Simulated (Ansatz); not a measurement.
This geometry of a periodic cell of 17 atoms, Be16C (host Be, host structure hcp, interstitial C) is a first-order saddle point.

Theory: DFT PBEsol, scalar-relativistic, plane waves, PAW in Ansatz. Settings: cutoff 420 eV, k mesh 5x6x4, gaussian smearing 0.15 eV, no spin polarisation.

```xyz
17
Lattice="-2.2900 -3.9664 0.0000 3.4350 -1.9832 0.0000 0.0000 0.0000 7.1769" Properties=species:S:1:pos:R:3
Be -0.021 -3.838 -0.055
Be 0.231 -2.491 1.628
Be -0.125 -4.005 3.625
Be 0.003 -2.626 5.339
Be -1.120 -1.910 -0.013
Be 2.258 -2.625 1.795
Be -1.134 -2.047 3.430
Be 2.316 -2.660 5.384
Be 1.325 -1.934 -0.035
Be 1.111 -0.939 1.963
Be 1.195 -2.156 3.628
Be 1.133 -0.673 5.422
Be 0.066 0.018 0.151
Be 0.837 -4.460 1.784
Be -0.054 -0.062 3.606
Be 1.140 -4.623 5.376
C -1.156 -3.300 1.790
```

Which two structures does it join? (They come from a converged band through this point; their orientation in space is the band's.)

Contacts lost: Be3–C17, Be7–C17, Be15–C17. Contacts made: Be1–C17, Be5–C17, Be13–C17. The atom that moves furthest is C17, by 1.80 Å.

First end point:

```xyz
17
Lattice="-2.2900 -3.9664 0.0000 3.4350 -1.9832 0.0000 0.0000 0.0000 7.1769" Properties=species:S:1:pos:R:3
Be -0.003 -3.967 -0.045
Be 0.011 -2.546 1.735
Be -0.018 -3.956 3.723
Be 0.033 -2.631 5.428
Be -1.150 -1.949 -0.046
Be 2.184 -2.585 1.737
Be -1.066 -1.928 3.642
Be 2.298 -2.652 5.424
Be 1.135 -1.980 -0.046
Be 1.064 -0.727 1.732
Be 1.250 -2.046 3.640
Be 1.149 -0.699 5.428
Be -0.035 -0.015 -0.047
Be 1.163 -4.638 1.663
Be -0.013 -0.101 3.645
Be 1.147 -4.631 5.426
C -1.144 -3.312 2.688
```

Last end point:

```xyz
17
Lattice="-2.2900 -3.9664 0.0000 3.4350 -1.9832 0.0000 0.0000 0.0000 7.1769" Properties=species:S:1:pos:R:3
Be -0.018 -3.956 -0.129
Be 0.010 -2.545 1.847
Be -0.003 -3.964 3.631
Be 0.034 -2.630 5.335
Be -1.064 -1.917 -0.064
Be 2.184 -2.582 1.844
Be -1.149 -1.946 3.633
Be 2.299 -2.648 5.335
Be 1.250 -2.043 -0.060
Be 1.065 -0.716 1.846
Be 1.136 -1.977 3.627
Be 1.150 -0.696 5.335
Be -0.014 -0.101 -0.063
Be 1.163 -4.638 1.931
Be -0.033 -0.014 3.633
Be 1.147 -4.628 5.337
C -1.152 -3.299 0.891
```

How far does it lie above each of them?

1.63 eV above the first and 1.63 eV above the second. This is the barrier of this one path; another mechanism may lie lower. Limits of this set-up: coarse k mesh.

The run took 19 min on 2 threads of AMD EPYC 9R14 (Zen 4), with other jobs on the host, peak memory 1.6 GiB.
